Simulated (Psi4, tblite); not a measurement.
Two rigid molecules brought together: C3H8 ··· H4O4Si (SMILES CCC and O[Si](O)(O)O). Monomers: optimised at B3LYP-D3(BJ) (def2-TZVP), held rigid. Orientation: lowest of the rigid-body minima from ten starts at GFN2-xTB. Only R, the distance of the centres of mass, is varied, so the lowest point isn't the relaxed dimer. The table gives interaction energies.

```json
[
 {"R / Å": "3.59", "A": "32.95", "B": "6.75"},
 {"R / Å": "3.77", "A": "13.74", "B": "-7.78"},
 {"R / Å": "4.00", "A": "1.30", "B": "-15.22"},
 {"R / Å": "4.19", "A": "-3.23", "B": "-16.43"},
 {"R / Å": "4.42", "A": "-5.20", "B": "-15.28"},
 {"R / Å": "4.59", "A": "-5.39", "B": "-13.70"},
 {"R / Å": "4.89", "A": "-4.68", "B": "-10.67"},
 {"R / Å": "5.20", "A": "-3.59", "B": "-7.93"},
 {"R / Å": "5.68", "A": "-2.19", "B": "-4.87"},
 {"R / Å": "6.36", "A": "-1.05", "B": "-2.45"},
 {"R / Å": "7.37", "A": "-0.38", "B": "-0.99"},
 {"R / Å": "8.68", "A": "-0.13", "B": "-0.40"}
]
```

Energies in kJ/mol.

### Question
Match the curves with the methods GFN2-xTB (tblite 0.5.0); SAPT0/jun-cc-pVDZ, frozen core (Psi4).

### Answer
A is SAPT0/jun-cc-pVDZ; B is GFN2-xTB.
